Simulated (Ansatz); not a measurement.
Compare A (`SC1CO[SiH2]1`) with its isomer B (`SC1OC[SiH2]1`).

Gas-phase electronic energies from Ansatz, PBE0-D4/def2-TZVP geometries. CCSD(T)/CBS is the MP2 limit (def2-TZVPP, def2-QZVPP) plus CCSD(T) − MP2 in def2-TZVPP, frozen cores. Functionals use def2-TZVPP. Each species was taken in one conformer, which may not be the lowest.

(1) Which is lower in electronic energy at CCSD(T)/CBS, and by how much? (An estimate is asked.)

(2) Give E(B) − E(A) in kcal/mol with ωB97M-V, PBE0-D4, r2SCAN-D4, HF/def2-TZVPP, MP2/def2-TZVPP, PBE-D4, B2PLYP. (Best estimate.)

Largest T1 diagnostic: 0.013.

Answers

(1) Computed: A, by 35.6 kcal/mol.

(2) The calculation gave: ωB97M-V 34.9, PBE0-D4 33.7, r2SCAN-D4 33.9, HF/def2-TZVPP 39.0, MP2/def2-TZVPP 37.1, PBE-D4 31.1, B2PLYP 35.1. None reverses the order clearly.

In def2-TZVPP, CCSD(T) changes the Hartree–Fock value by −3.5 kcal/mol (the triples alone add −0.8 kcal/mol) and MP2 by −1.8 kcal/mol. From PBE to PBE0 (25 % exact exchange), in def2-TZVPP and without D4, E(B) − E(A) moves by +2.6 kcal/mol.
